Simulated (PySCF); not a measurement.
A structure optimised at PBE-D3(BJ)/def2-SVP, used in a PySCF frequency run:

```
C
C 1 1.3549
H 2 1.1018 1 121.91
H 2 1.1056 3 116.48 1 -179.46
C 1 1.5099 2 122.42 3 177.54
H 5 1.1107 1 112.64 2 155.71
H 5 1.1119 6 107.31 1 123.06
Si 1 1.8908 2 119.56 3 -0.46
H 8 1.5035 1 109.90 2 2.33
H 8 1.5064 9 109.52 3 -123.93
H 8 1.5076 9 109.48 10 -117.18
Si 5 1.9067 6 108.64 7 116.77
O 12 1.6857 5 113.23 6 -46.98
H 13 0.9725 12 115.28 5 -68.99
H 12 1.4975 13 105.16 14 171.34
H 12 1.5093 15 110.23 13 120.57
```
Charge 0, spin multiplicity 1.

Question: Write its SMILES and formula.

Answer: C=C([SiH3])C[SiH2]O, C3H10OSi2

Question: What are its rotational constants (standard atomic weights)?

Answer: 4.1195, 1.0746, 0.94534 GHz
